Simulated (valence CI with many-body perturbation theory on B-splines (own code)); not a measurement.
Results of a calculation; reference values are marked as such.
Ba²⁴⁺: magnetic and hyperfine properties of the levels

Level of theory: valence CI with perturbative core correlation (CI+MBPT): four valence electrons over a frozen Dirac-Fock core [Ar] 3d10, radial functions for each j: 11 s, 11 p, 9 d, 7 f, 5 g, 2 h, 1 i, with the one-electron correlation potential Σ1 (screened to all orders), the two-electron term Σ2, the three-electron term Σ3, Breit, model QED; selected single and double excitations, second order for the rest (own B-spline code, finite nucleus).

No measured spectrum was set against this ion. As an estimate, levels hold to about 250 cm⁻¹ or 0.2 % of their energy and the worst to 1 %, as in measured heavy ions of charge 2 to 7; those with d or f electrons hold less well.

A/g_I is the dipole constant over the nuclear g factor μ/I (μ in nuclear magnetons, uniformly magnetised nucleus), B/Q the quadrupole constant per barn. Both hold the static response of the core; the bare values leave it out. Large factors of s and p1/2 electrons are usually good to 5 to 10 %; those of open d and f shells near neutrality can be off by tens of per cent, and small factors of p3/2, d and f electrons come from cancelling terms and can be off by a factor of two or in sign, in half-filled shells by more. B is blank for J = 1/2, where it vanishes, and for nearly pure S terms. Energies count from the lowest level. Levels with J = 0 are left out.

Levels are named by their leading jj configuration (3d3/2^4 stands for four electrons in 3d with j = 3/2), which in mixed levels can hold well under half, so a name can repeat and another be missing. Letters in brackets count levels of one name in rising energy.

| Level | E (cm⁻¹) | g | A/g_I (MHz) | A/g_I bare | B/Q (MHz/b) | B/Q bare |
| --- | --- | --- | --- | --- | --- | --- |
| (4s^2 4p1/2 4p3/2) J=1 | 143460 | 1.499 | -6570 | -6480 | 16700 | 15900 |
| (4s^2 4p1/2 4p3/2) J=2 | 164820 | 1.215 | 41000 | 39100 | 22200 | 21200 |
| (4s^2 4p3/2^2) J=2 | 324580 | 1.282 | 18600 | 17700 | 11100 | 10500 |
| (4s 4p1/2^2 4p3/2) J=2 | 571610 | 1.740 | 102000 | 97400 | 18500 | 17600 |
| (4s 4p1/2^2 4p3/2) J=1 | 648400 | 0.904 | -59700 | -57000 | 28000 | 26700 |
| (4s 4p1/2 4p3/2^2) J=2 [a] | 711170 | 1.447 | 73000 | 69800 | 26200 | 25000 |
| (4s 4p1/2 4p3/2^2) J=3 | 749520 | 1.331 | 90200 | 86300 | -2350 | -2210 |
| (4s 4p1/2 4p3/2^2) J=1 [a] | 811660 | 1.276 | 79600 | 76100 | -30400 | -28900 |
| (4s 4p1/2 4p3/2^2) J=2 [b] | 813190 | 1.112 | 10700 | 10300 | -21200 | -20200 |
| (4s 4p1/2 4p3/2^2) J=1 [b] | 857610 | 1.491 | 43700 | 41800 | 5840 | 5570 |
| (4s^2 4p1/2 4d3/2) J=2 | 900930 | 0.828 | 38500 | 37000 | 7470 | 7140 |
| (4s 4p3/2^3) J=2 | 945940 | 1.243 | 79900 | 76500 | -20500 | -19600 |
| (4s^2 4p1/2 4d5/2) J=3 | 963090 | 1.104 | 21900 | 21100 | 12700 | 12100 |
| (4s^2 4p1/2 4d3/2) J=1 | 983640 | 0.846 | -21500 | -20300 | 4170 | 4000 |
| (4s^2 4p1/2 4d5/2) J=2 | 985150 | 1.289 | -1790 | -1480 | 5890 | 5630 |
| (4s 4p3/2^3) J=1 | 1029000 | 1.280 | -52800 | -50500 | -4300 | -4080 |
| (4s^2 4p3/2 4d5/2) J=4 | 1089600 | 1.249 | 8650 | 8360 | 40500 | 38600 |
| (4s^2 4p3/2 4d3/2) J=2 | 1106800 | 1.029 | 8650 | 8290 | -4220 | -4020 |
| (4s^2 4p3/2 4d3/2) J=3 | 1124800 | 1.219 | 14100 | 13600 | 9740 | 9330 |
| (4s^2 4p3/2 4d3/2) J=1 | 1131600 | 1.226 | 4080 | 4110 | -16100 | -15400 |
| (4s^2 4p3/2 4d5/2) J=2 | 1152900 | 1.300 | 17500 | 16900 | -22900 | -21800 |
| (4s^2 4p3/2 4d5/2) J=3 | 1199100 | 1.090 | 10500 | 10200 | 20900 | 20000 |
| (4s^2 4p3/2 4d5/2) J=1 | 1218800 | 0.965 | -5220 | -4660 | 4970 | 4760 |
| (4p1/2^2 4p3/2^2) J=2 | 1257700 | 1.345 | 23800 | 23000 | -381 | -352 |
| (4s 4p1/2^2 4d3/2) J=1 | 1313300 | 0.295 | -73200 | -69800 | 2290 | 2190 |
| (4s 4p1/2^2 4d3/2) J=2 | 1331000 | 1.165 | 44700 | 43000 | 8410 | 8020 |
| (4s 4p1/2^2 4d5/2) J=3 | 1368000 | 1.373 | 53400 | 51300 | 11200 | 10600 |
| (4p1/2 4p3/2^3) J=1 | 1406200 | 1.409 | 11600 | 11300 | -13200 | -12600 |
| (4p1/2 4p3/2^3) J=2 | 1419900 | 1.142 | 50500 | 48300 | -33800 | -32200 |
| (4s 4p1/2 4p3/2 4d3/2) J=2 [a] | 1435500 | 0.923 | -11900 | -11200 | -3280 | -3080 |
| (4s 4p1/2 4p3/2 4d3/2) J=1 [a] | 1443500 | 1.355 | 32200 | 31000 | -18200 | -17300 |
| (4s 4p1/2 4p3/2 4d3/2) J=3 [a] | 1445400 | 1.233 | 55100 | 52800 | -9660 | -9180 |
| (4s 4p1/2 4p3/2 4d3/2) J=2 [b] | 1447600 | 1.198 | 28200 | 27200 | -9350 | -8860 |
| (4s 4p1/2 4p3/2 4d5/2) J=4 [a] | 1455200 | 1.357 | 42800 | 41100 | 24800 | 23600 |

Question: Take the isotope of mass number 137, with I = 3/2, μ = 0.9375 μN and Q = 0.236 b. What is the hyperfine structure of (4s^2 4p3/2^2) J=2?

Answer: From the table A = 11700 MHz, B = 2610 MHz. Shifts from the centre of gravity in MHz: F = 1/2: -50400, F = 3/2: -35100, F = 5/2: -7480, F = 7/2: 35800.
